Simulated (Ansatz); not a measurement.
The same ligand exchange along the group Mg, Zn, Cd.

Computed with Ansatz on PBE0-D4/def2-TZVP structures; ΔE is electronic, products minus reactants. CBS: MP2 limit from def2 TZ/QZ plus the TZ coupled-cluster correction, frozen cores. DFT in def2-TZVPP. Elements past krypton have def2 core potentials. For Cd, Mg, Zn outer-core shells are correlated without core-valence functions, which leaves a few kJ/mol of doubt a bond. Scalar relativity is left out up to krypton. Each species was taken in one conformer, which may not be the lowest.

```json
{"reaction": "`[SiH3][O][Mg][O][SiH3]` + `OB(O)F` → `OB(F)O[SiH3]` + `[OH][Mg][O][SiH3]`", "CCSD(T)/CBS(def2) (kcal/mol)": "8.7"}
{"reaction": "`[SiH3][O][Zn][O][SiH3]` + `OB(O)F` → `OB(F)O[SiH3]` + `[OH][Zn][O][SiH3]`", "CCSD(T)/CBS(def2) (kcal/mol)": "4.4"}
{"reaction": "`[SiH3][O][Cd][O][SiH3]` + `OB(O)F` → `OB(F)O[SiH3]` + `[OH][Cd][O][SiH3]`", "CCSD(T)/CBS(def2) (kcal/mol)": "?"}
```

Fill in the missing values. (Estimate.)

The calculation gave: `[SiH3][O][Cd][O][SiH3]` + `OB(O)F` → `OB(F)O[SiH3]` + `[OH][Cd][O][SiH3]`: +3.9 kcal/mol.

Largest T1 diagnostic: 0.016, for `[OH][Zn][O][SiH3]`.
